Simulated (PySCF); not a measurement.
Species: 4H-thiopyran-4-one, C5H4OS.
Atom-mapped SMILES: `[O:1]=[c:2]1[cH:3][cH:4][s:5][cH:6][cH:7]1` (hydrogens: H8 on C3; H9 on C4; H10 on C6; H11 on C7)

Structure used (PBE0-D3(BJ)/def2-SVP), in Å, numbered top down from 1:
```
atom  x, y, z in Å
O1    -0.083    2.383   -0.141
C2    -0.036    1.165   -0.077
C3    -1.254    0.344   -0.089
C4    -1.289   -1.005   -0.023
S5     0.085   -2.043    0.090
C6     1.376   -0.899    0.090
C7     1.240    0.443    0.017
H8    -2.193    0.899   -0.157
H9    -2.235   -1.552   -0.036
H10    2.360   -1.370    0.157
H11    2.135    1.071    0.025
```

The closed-shell ground state was solved at several levels (PySCF, density fitting, gas phase, non-relativistic).

```json
{"level": "PBE0/pcSseg-1", "basis functions": "146", "HOMO (eV)": "-7.05", "LUMO (eV)": "-1.64", "gap (eV)": "5.41", "dipole (D)": "3.89"}
{"level": "wB97X-D/pcSseg-2", "basis functions": "315", "HOMO (eV)": "-8.71", "LUMO (eV)": "0.03", "gap (eV)": "8.74", "dipole (D)": "4.08"}
```

Question: Estimate the row for CAM-B3LYP/def2-SVPD, a basis of 182 functions; the other rows only guide the guess.

Answer: HOMO -8.22 eV, LUMO -0.65 eV, gap 7.57 eV, dipole 4.17 D.

Question: Over all these levels, which gives the widest orbital gap and which the narrowest?

Answer: wB97X-D/pcSseg-2 (range-separated hybrid) has the widest, 8.74 eV, and PBE0/pcSseg-1 (global hybrid, 25 % exact exchange) the narrowest, 5.41 eV. Functional and basis both differ between the two, so the spread mixes both effects.

Question: How far do the dipole and the HOMO energy spread over the levels?

Answer: The dipole runs from 3.89 to 4.17 D (mean 4.05 D) and the HOMO from -8.71 to -7.05 eV.
